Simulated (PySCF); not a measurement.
**NMR data sheet: C5H4F4O2**

```
Formula                               : C5H4F4O2
SMILES                                : FC(F)(F)O[C@@]1(F)C=CCO1
InChI                                 : InChI=1S/C5H4F4O2/c6-4(2-1-3-10-4)11-5(7,8)9/h1-2H,3H2/t4-/m1/s1
Point group of the computed structure : C1
Degrees of unsaturation               : 2
Carbon signals                        : 5
Proton signals                        : 4
```

Numbering as in the mapped SMILES `[F:1][C:2]([F:3])([F:4])[O:5][C@@:6]1([F:7])[CH:8]=[CH:9][CH2:10][O:11]1`; H(Xn) means a hydrogen on atom n. Ha(C10) is pro-R; Hb(C10) is pro-S.

[PySCF 2.14: NMR shieldings at PBE0/pcSseg-1/GIAO; coordinates at the GFN2-xTB level; no relativistic terms; equivalent nuclei averaged; no solvent; a single conformation]

Referencing at the same level of theory: TMS for 1H (σref 31.72), 13C (σref 186.93); 19F (σref 170.95) vs CFCl3; 17O (σref 336.08) against H2O.

```tsv
carbon	δC, type	δH (multiplicity)	HMBC from (2–3 bonds)	span of the C tensor (ppm)
C2	129.4, C	–	–	8
C6	137.1, C	–	H(C9), H(C8), Hb(C10), Ha(C10)	34
C8	133.5, CH	6.11 (m)	H(C9), Hb(C10), Ha(C10)	189
C9	142.3, CH	6.46 (m)	H(C8), Hb(C10), Ha(C10)	216
C10	81.3, CH2	Ha(C10) 5.24 (m); Hb(C10) 5.26 (m)	H(C9), H(C8)	87
```

Other nuclei:
```
   atoms  nucleus                environment  δ (ppm)  σ (ppm)
      F7      19F  fluorine on an sp3 carbon    -63.6    234.6
F1/F3/F4      19F  fluorine of an OCF3 group    -70.0    241.0
      O5      17O               ether oxygen    188.4    147.7
     O11      17O               ether oxygen    117.7    218.3
```

- Carbon types of the structure: 2 × C, 2 × CH, 1 × CH2, which accounts for all hydrogens.
- δC 142.3, 133.5: alkene CH; as expected for a trigonal carbon in a double bond.
- δC 137.1: sp3 carbon bearing two oxygens; 3 electronegative neighbours deshield it.
- δC 129.4: CF3 carbon; 4 electronegative neighbours deshield it.
- δC 81.3: allylic sp3 CH2 bonded to O; pulled downfield by the heteroatom.
- δH 5.26, 5.24: hydrogen on an allylic sp3 CH2 bonded to O; its carbon carries O, an electronegative neighbour.

Splittings by 19F in the carbon and heteronuclear signals aren't shown, as no couplings were computed. Shifts are as computed. Against solution values, carbons near 30 ppm lie about +3 ppm off and those near 130 ppm about +5 ppm. Of 1211 compounds with measured shifts, 218 miss one by over three times the rms of a fit or turn the order of signals round; such compounds aren't used in these exercises. Unscaled 19F shifts against computed CFCl3 carry errors that often reach 10 to 50 ppm. Experimental scales use liquid or dissolved standards, which lie at an offset from isolated H2O (liquid H2O: subtract about 36 ppm). Multiplicities follow the n + 1 count of equivalent neighbours, as no J values were calculated; m marks all less simple cases, F and P coupling included.
